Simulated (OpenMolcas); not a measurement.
Ti²⁺.

| Property | Result |
| --- | --- |
| Program | OpenMolcas 26.06 |
| Basis | ANO-R2 [6s5p4d2f1g] |
| Scalar Hamiltonian | X2C, finite nucleus |
| Active space | 8 electrons in 8 orbitals (RAS1 3p, at most 2 holes; RAS2 3d) |
| State averaging | 2S+1 = 3 even, 10 roots; 2S+1 = 1 even, 15 roots |
| Spin-orbit coupling | RASSI with atomic mean-field integrals over the reference wave functions, term energies averaged over their components |

Two sets of levels on these reference wave functions, in cm-1 above 3d2 3F2: one from RASSCF and one from SS-RASPT2, IPEA 0.25 Eh, imaginary shift 0.1 Eh (closed shells correlated: 3s).

```json
{"Level": "3d2 3F2", "Set 1": "0.0", "Set 2": "0.0"}
{"Level": "3d2 3F3", "Set 1": "206", "Set 2": "207"}
{"Level": "3d2 3F4", "Set 1": "474", "Set 2": "474"}
{"Level": "3d2 1D2", "Set 1": "10480", "Set 2": "8370"}
{"Level": "3d2 3P0", "Set 1": "13000", "Set 2": "10780"}
{"Level": "3d2 3P1", "Set 1": "13070", "Set 2": "10860"}
{"Level": "3d2 3P2", "Set 1": "13220", "Set 2": "11000"}
{"Level": "3d2 1G4", "Set 1": "18430", "Set 2": "14450"}
{"Level": "3d2 1S0", "Set 1": "38010", "Set 2": "31090"}
```

**Question.** Which set is which?

**Answer.** Set 2 is SS-RASPT2. Its levels of the other terms of 3d2 lie at 0.78 to 0.83 of the other set's values, as expected, since terms of lower spin or lower L gain more correlation energy than the Hund ground term. Against 8 measured levels (Corliss and Sugar, J. Phys. Chem. Ref. Data 8, 1 (1979)) the mean absolute deviation is 300 cm-1 with it and 2400 cm-1 without; single levels miss by up to 1400 cm-1 with it.

Term energies are means over components that CASPT2 splits; among the terms shown or strongly mixed into the levels shown the widest spread is 530 cm-1 (3d2 1G, SS-RASPT2). Active for correlation alone: 3p; no level in the range computed is led by a configuration that opens it, so any true level of that kind is missing. Without dynamic correlation excited terms often stand tens of per cent too high (terms of higher spin than the ground term too low), and those without a measured partner can miss by more than the paired ones (holds for RASSCF). Computed and measured levels are paired by configuration, term and J; levels that our copy of the source lacks, or whose pairing is in doubt (as where it misses far off the trend of its configuration), stay unpaired and out of the deviations. Only configurations of the active space appear.
